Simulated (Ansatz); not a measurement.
Mulliken charges of `C[SiH2][Ga]([F])[Cl]` from PBE/def2-TZVPP in Ansatz (PBE0-D4/def2-TZVP geometry).

```
atom   x (Å)   y (Å)   z (Å)  charge (e)
  C1  -0.713   0.300   1.458      -0.350
 Si2   0.332   0.762  -0.022       0.069
 Ga3   0.475  -1.047  -1.588       0.572
  F4  -0.324  -2.583  -1.291      -0.335
 Cl5   1.523  -1.069  -3.456      -0.252
  H6  -0.289  -0.560   1.980       0.121
  H7  -0.767   1.136   2.159       0.116
  H8  -1.729   0.041   1.152       0.121
  H9  -0.236   1.921  -0.761      -0.030
 H10   1.727   1.099   0.368      -0.030
```

By hand: the dipole of these point charges (1 e Å = 4.8032 D).

Σ q r = (-0.109, 0.462, 0.524) e Å, of length 0.707 e Å = 3.40 D.

How does the dipole of the full density compare? (Estimate.)

Ansatz gave: (-0.120, 0.512, 0.580) e Å, 3.76 D; the point charges give 0.90 times that, at 0° from its direction.

Point charges leave out the atoms' own dipoles, such as those of lone pairs, and Mulliken's split depends on the basis, so the close match here is no proof of good charges.
